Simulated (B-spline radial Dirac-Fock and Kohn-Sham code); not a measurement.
**Kohn-Sham estimates against Dirac-Fock for the levels of N³⁺**

System: N³⁺, 1s2 2s1 2p1 (not the ground configuration).

The density-functional columns are spherical, spin-unpolarised Dirac-Kohn-Sham results without Breit or QED terms: −ε is minus the orbital energy of the initial state and ΔSCF the difference of two total energies. The reference in the last column comes from Dirac-Fock energy differences between relaxed states, corrected for Breit and QED terms. All numbers are from a radial finite-basis atomic code, in eV; a selection of levels is shown.

```tsv
level	LDA −ε	LDA ΔSCF	Dirac-Fock
L1 (2s)	67.10	76.57	76.54
L2,3 (2p)	56.31	66.76	66.46
```

Values without a named source are computed, but for edge energies of neutral atoms, which are taken from tables.
